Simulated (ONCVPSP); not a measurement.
# Before and after: ONCV potential for argon

Ar, optimised norm-conserving Vanderbilt (ONCV), made with ONCVPSP 4.0.1 (PBE, scalar-relativistic). Core [Ne], reference 3s2 3p6. Waves: 3s: rc 1.00 bohr, ncon 4, nbas 8, qcut 5.9 1/bohr, 2 projectors, debl 3.5 Ha; 3p: rc 1.40 bohr, ncon 4, nbas 7, qcut 6.8 1/bohr, 1 projector; d scattering state at 0.29 Ha: rc 1.25 bohr, ncon 4, nbas 7, qcut 9.2 1/bohr, 2 projectors, debl 3.4 Ha. Local part: polynomial inside 0.75 bohr (lpopt 1, dvloc0 0 Ha). Core correction: none.

All-electron outer shells of the reference configuration (PBE, scalar-relativistic, ld1.x):

```csv
shell,level (eV),outermost node (bohr),outermost maximum (bohr)
2s,-296.99,0.12,0.34
2p,-229.89,–,0.28
3s,-24.29,0.52,1.17
3p,-10.27,0.49,1.30
```

Change: non-relativistic.

Cutoffs: the cutoffs (Ha) at which the residual kinetic energy of the hardest occupied pseudo-wave falls to 1 and 0.1 mHa per electron; they do not see the model core or the augmentation charge, which bear on the density cutoff. Errors are all-electron minus pseudo energies relative to the spin-unpolarised reference configuration.

Problem. How do hardness, ghosts and transferability respond?

Solution. The potential gets harder (33 Ha and 165 Ha → 46 Ha and 167 Ha); of the 4 tests that both files solve, the error grows in 3 and shrinks in 0 by more than 15 % and 0.3 meV (median size 13.0 → 16.2 meV); neither file shows a bound ghost.

```csv
quantity,base,changed
"cutoff, loose",33 Ha,46 Ha
"cutoff, tight",165 Ha,167 Ha
loose cutoff by channel,"s 33 Ha, p 13 Ha","s 46 Ha, p 13 Ha"
bound ghosts,none,none
GHOST(+) flags under 300 eV,s at 157.0 eV,s at 154.7 eV
"error for 3s2 3p5, meV [ΔE 16.06 → 16.07 eV]",+3.0,+4.7
"error for 3s2 3p4, meV [ΔE 44.72 → 44.74 eV]",+23,+28
"error for 3s2 3p3, meV [ΔE 87.30 → 87.33 eV]",+77,+85
"error for 3s2 3p5.5, meV [ΔE 6.55 → 6.56 eV]",+0.2,+0.9
s: phases at 1.01 bohr within 0.05 rad from the reference energy up to (Ha; the scan ends near 5),to the end of the scan,to the end of the scan
p: phases at 1.43 bohr within 0.05 rad from the reference energy up to (Ha; the scan ends near 5),2.9,2.9
d: phases at 1.27 bohr within 0.05 rad from the reference energy up to (Ha; the scan ends near 5),to the end of the scan,to the end of the scan
```
